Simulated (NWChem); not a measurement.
System: thionyl fluoride (SOF2); SMILES S(F)(=O)F

Give the equilibrium geometry at PBE0/def2-SVP (NWChem) as a list of bonds and angles, with the point group.

point group Cs; any orientation.
Bonded distances (Å): O1–S2 1.437, S2–F3 1.616, S2–F4 1.616. Angles (°): O1–S2–F3 106.7, O1–S2–F4 106.7, F3–S2–F4 92.6.
